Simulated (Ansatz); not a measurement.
Input for Ansatz (development build ahead of 0.2.0):

```yaml
crystal:
  periodic: [false, false, false]
  atoms:
    - { symbol: Cu, position_ang: [-0.04197, -0.02032, -0.03116] }
    - { symbol: H, position_ang: [-0.04689, -0.00519, 1.41034] }
basis:
  gaussian: { orbitals: STO-3G }
hamiltonian:
  xc: hf
correlation:
  method: mp2
  frozen_orbitals: { Cu: 5, H: 0 }
```

The input is written out in the form of the current development build from the run's settings.

Output:

* Converged: yes
* Reference energy: -1620.84833 hartree
* Correlation energy: -0.04519 hartree
* Total energy: -1620.89352 hartree
* Spin squared of the determinant: 0.000
